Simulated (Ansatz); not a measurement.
Ansatz results at the PBE0-D4/def2-TZVP geometry: HOMO energy (B3LYP/def2-TZVPP) -7.85 eV; HOMO energy (PBE/def2-TZVPP) -6.59 eV; LUMO energy (PBE0/def2-TZVPP) -0.02 eV.

Each molecule was computed in one conformer, which needn't be the lowest.

Task: Which molecule gave them?
A. `CNB(C)O`
B. `CC1(S)OB1F`
C. `BC(=C)NCF`
D. `BNC(C)O`

Result: D. The others give `CC1(S)OB1F`: -7.16, -6.15, -0.14; `BC(=C)NCF`: -6.51, -5.66, -1.99; `CNB(C)O`: -6.94, -5.78, 0.68.

B3LYP here is the variant with VWN-RPA as its local correlation; programs differ in this.
